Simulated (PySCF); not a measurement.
**Pr²⁺ (praseodymium, charge +2) across methods**

[Xe] 4f2 6p1, one real determinant (an excited configuration). All numbers are calculated (PySCF 2.14, the spin-free X2C one-electron Hamiltonian (Gaussian nucleus), in x2c-TZVPPall).

| method | E (hartree) | mean ε 5p β (eV) | mean ε 4f α (eV) | mean ε 6p α (eV) | Σ⟨r²⟩ (bohr²) | ⟨S²⟩ |
| --- | --- | --- | --- | --- | --- | --- |
| LDA | -9228.12 | -39.897 | -23.787 | -12.302 | 57.67 | 3.750 |
| UHF | -9232.27605 | -45.643 | -33.580 | -13.565 | 59.76 | 3.752 |
| r2SCAN | -9235.68 | -40.295 | -24.396 | -12.299 | 58.21 | 3.752 |
| PBE0 | -9235.32 | -41.525 | -26.425 | -12.745 | 58.22 | 3.751 |
| PBE | -9235.30 | -39.714 | -23.814 | -12.320 | 57.97 | 3.751 |

⟨L²⟩ = 26.01 against 42 for a pure I term, so this real determinant mixes terms. Spin-orbit coupling, absent here, splits the open shell strongly.
